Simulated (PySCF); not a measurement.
**Fractional electron number in La⁺ (lanthanum, charge +1)**

The 5d alpha orbital of [Xe] 5d2 is emptied in steps (occupation f), with all orbitals relaxed, ending at [Xe] 5d1. Computed with PySCF 2.14 in def2-TZVPPD with the def2 core potential (46 electrons) (6s5p3d2f1g, 59 functions), with scalar relativity through the core potential. The exact energy is a straight line in f; departures are measured from the line between the end points of the same method.

```
  f  BLYP (eV)
  1      0.000
0.9     -0.324
0.7     -0.743
0.5     -0.889
0.3     -0.749
0.1     -0.322
  0      0.000
```

```csv
method,E(f=0) − E(f=1) (eV),−ε at f=1 (eV),−ε at f=0.5 (eV)
BLYP,11.180,7.686,11.162
```

Orbital energy along the path (eV):

```csv
f,BLYP
1,-7.686
0.9,-8.541
0.7,-9.748
0.5,-11.162
0.3,-12.597
0.1,-14.039
0,-14.757
```

Reference removal energy between the ground levels: 11.185 eV (measured; NIST Atomic Spectra Database, ionization energies). The calculation has no spin-orbit coupling.
